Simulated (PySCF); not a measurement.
[CrF4]2- holds Cr(II), d4, at total charge -2. The structure is a model geometry with rigid ligands and bond lengths from ionic radii, not a minimum; coordination tetrahedral, point group Td, metal–donor distances 1.98 Å.

```
5

Cr    0.000    0.000    0.000
F     1.143    1.143    1.143
F    -1.143   -1.143    1.143
F    -1.143    1.143   -1.143
F     1.143   -1.143   -1.143
```

Method (PySCF 2.14, density fitting): CASSCF(4,5) with orbitals averaged over all microstates of the shell, strongly contracted NEVPT2 on the averaged canonical orbitals; basis x2c-TZVPall on the metal, x2c-SVPall elsewhere; spin-free X2C; IEF-PCM water; spin-orbit coupling by state interaction with the mean-field operator over all roots.

Question: What is the ground state?

Answer: 5T2 (S = 2, orbital degeneracy 3), with 2.0 electrons in the lower (e-type) set and 2.0 in the upper (t2-type) set, by NEVPT2.

Question: List the excited states of the same spin.

Answer: By NEVPT2: 5E at 4727 cm⁻¹. The strongest, at 4727 cm⁻¹, has f = 9.0e-05.

Question: Which is the lowest state of another spin?

Answer: 3T1 at 14318 cm⁻¹ by NEVPT2; CASSCF alone puts it at 16210 cm⁻¹ above the same ground state.

Question: Give the fitted ligand-field and repulsion parameters.

Answer: At CASSCF level (the NEVPT2 levels don't fit a ligand-field model well): orbital energies 0, 0, 4251, 4251, 4251 cm⁻¹; 10Dq = 4251 cm⁻¹; B = 971 cm⁻¹; C = 3692 cm⁻¹; B over its free-ion value at the same level 0.934; rms of the fit 169 cm⁻¹; ζ = 225 cm⁻¹ (free ion 239).

Question: What are the magnetic parameters?

Answer: Degenerate or low-lying orbital states mix with the ground state, so no spin-only Hamiltonian applies. The lowest spin-orbit level is 1-fold; the next lies at 11.9 cm⁻¹. μeff is 4.67 μB at 300 K and 3.31 μB at 10 K; the spin-only value is 4.90 μB.

The ground state is orbitally degenerate in this regular structure, which would distort (Jahn–Teller), so its moment is that of the undistorted model. Gaps between spin states lean to high spin in this active space.

The job took 9.7 s on one thread of Arm Neoverse V1 (shared host), with 104 basis functions, launched as `OMP_NUM_THREADS=1 python lf_run.py task.json out`.
